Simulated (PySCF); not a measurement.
## Electron correlation in Rh²⁺ (rhodium, charge +2)

[Kr] 4d6 5s1, high-spin 6D determinant (an excited configuration). Calculation: PySCF 2.14, in def2-QZVPPD with the def2 core potential (28 electrons) (7s5p4d4f2g, 88 functions); scalar relativity through the core potential. Frozen: 4s2 4p6; 7 electrons correlated.

| level | correlation energy (mhartree) |
| --- | --- |
| CCSD | -146.90 |
| (T) | -3.34 |
| CCSD(T) | -150.24 |

Diagnostics: T1 = 0.0054, D1 = 0.0196, largest double amplitude 0.021.

Problem. Is a single reference adequate?

Solution. Yes, within this model without spin-orbit coupling: T1 lies below 0.03 and no double amplitude reaches 0.07.
